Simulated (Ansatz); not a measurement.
`B[Se][SiH2]Cl` + `CO[SiH2]S` → `CO[SiH2]S[SiH2]Cl` + `B[SeH]`  (ligand exchange at the Si–Se bond)

Isolated molecules relaxed with PBE0-D4/def2-TZVP in Ansatz; ΔE leaves out vibrations. CCSD(T)/CBS is the MP2 limit (def2-TZVPP, def2-QZVPP) plus CCSD(T) − MP2 in def2-TZVPP, frozen cores. This one scheme is used for every species. Functionals use def2-TZVPP. For Se outer-core shells are correlated without core-valence functions, which leaves a few kJ/mol of doubt a bond. Scalar relativity is left out up to krypton. One conformer a species, not always the lowest.

Question: Is it downhill or uphill in electronic energy at CCSD(T)/CBS, and by how much? (An estimate is asked.)

Answer: Computed: Downhill: ΔE = -0.14 eV.

Question: What do these levels give: PBE-D4, PBE0-D4, ωB97X-V, B2PLYP, r2SCAN, HF/def2-TZVPP, MP2/def2-TZVPP, CCSD/def2-TZVPP, MP2/def2-QZVPP, HF/CBS(def2), MP2/CBS(def2), CCSD/CBS(def2)? (Estimate.)

Answer: Ansatz gave: PBE-D4 -0.17, PBE0-D4 -0.17, ωB97X-V -0.17, B2PLYP -0.11, r2SCAN -0.15, HF/def2-TZVPP -0.05, MP2/def2-TZVPP -0.15, CCSD/def2-TZVPP -0.13, MP2/def2-QZVPP -0.15, HF/CBS(def2) -0.05, MP2/CBS(def2) -0.14, CCSD/CBS(def2) -0.12 eV.

Largest T1 diagnostic among the species: 0.013.

The D4 term adds −0.11 eV with B3LYP and −0.06 eV with PBE0; it sums over pairs of atoms, weighted by their polarisabilities, and B3LYP, whose exchange is more repulsive, gets the larger term. In def2-TZVPP, CCSD(T) changes the Hartree–Fock value by −0.10 eV (the triples alone add −0.02 eV) and MP2 by −0.10 eV.

B3LYP here is the variant with VWN-RPA as its local correlation; programs differ in this.
